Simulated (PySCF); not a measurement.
# NiS₂⁻ at several levels of theory

All levels use the PBE0 minimum (quartet; Ni–S 2.058 Å (×2); S–Ni–S 180.0°), basis [Ni def2-TZVPD, S def2-TZVPD], no relativity, density fitting, no spin–orbit coupling, PySCF. For vertical energies the ionised species is a triplet (spins chosen at PBE0 and kept). Open shells are unrestricted, also as the reference of the correlated levels. A dash marks a value that was not computed or is not defined at that level.

```json
{"level": "PBE0", "vertical detachment energy (eV)": "3.30", "−ε(HOMO) (eV)": "1.73"}
{"level": "HF", "vertical detachment energy (eV)": "-0.77", "−ε(HOMO) (eV)": "3.29"}
{"level": "MP2", "vertical detachment energy (eV)": "4.56", "−ε(HOMO) (eV)": "–"}
{"level": "PBE", "vertical detachment energy (eV)": "3.42", "−ε(HOMO) (eV)": "0.74"}
{"level": "r2SCAN", "vertical detachment energy (eV)": "3.45", "−ε(HOMO) (eV)": "1.08"}
{"level": "B3LYP", "vertical detachment energy (eV)": "3.47", "−ε(HOMO) (eV)": "1.63"}
{"level": "TPSSh", "vertical detachment energy (eV)": "3.36", "−ε(HOMO) (eV)": "1.33"}
{"level": "CAM-B3LYP", "vertical detachment energy (eV)": "3.20", "−ε(HOMO) (eV)": "2.69"}
{"level": "BP86", "vertical detachment energy (eV)": "3.51", "−ε(HOMO) (eV)": "0.83"}
```

Spin contamination in at least one species weakens the values at: PBE0, HF, MP2, PBE, r2SCAN, B3LYP, TPSSh, CAM-B3LYP, BP86.

Other spin states or occupations of the open shell can lie lower. The lowest empty level of this anion is unbound, so it and the gap depend on the basis.
